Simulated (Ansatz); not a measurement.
Species: sum formula H₄SiNO (charge 0, doublet). It need not be the lowest isomer of its formula. SMILES: N[SiH2][O]
Structure (B3LYP-D3(BJ)/def2-TZVP (Ansatz, an electronic-structure program) minimum search):
```xyz
7

N      1.4594     0.0991    -0.1778
Si    -0.2381     0.1100    -0.3196
O     -1.1924    -0.3708     0.9490
H      1.9622     0.9023     0.1641
H      1.9871    -0.7506    -0.0554
H     -0.6255     1.4944    -0.6717
H     -0.6673    -0.9138    -1.3103
```
Charge 0, spin multiplicity 2.

Property: atomisation energy (electronic, to ground-state atoms), in eV. Cores are frozen in the correlated levels unless marked. UHF or UKS for open shells. Spin-orbit coupling is left out. No relativistic terms. The coupled-cluster limit lacks core correlation, which all-electron functionals hold. CBS(X,Y): correlation extrapolated as X^-3; Hartree-Fock from the larger set.

```csv
level,program,atomisation energy (eV)
PBE-D3(BJ)/def2-TZVPD,Ansatz + dftd3,23.62
BLYP-D4/def2-TZVPD,Ansatz + dftd4,[?]
revPBE-D4/def2-TZVPD,Ansatz + dftd4,[?]
LC-wPBE/def2-TZVPD,Ansatz,[?]
B2GP-PLYP-D4/def2-TZVPD,Ansatz + dftd4,22.89
SCS-MP2/cc-pV(T+d)Z,Ansatz,22.79
CCSD/STO-3G,Ansatz,20.70
CCSD/cc-pV(D+d)Z,Ansatz,[?]
CCSD/def2-QZVPP,Ansatz,22.68
"CCSD(T)/CBS(cc-pV(T+d)Z,cc-pV(Q+d)Z)",Ansatz,23.33
```

Question: Fill in the missing entries.

Answer: 
- BLYP-D4/def2-TZVPD, atomisation energy (eV): 23.52
- revPBE-D4/def2-TZVPD, atomisation energy (eV): 23.02
- LC-wPBE/def2-TZVPD, atomisation energy (eV): 23.11
- CCSD/cc-pV(D+d)Z, atomisation energy (eV): 20.45
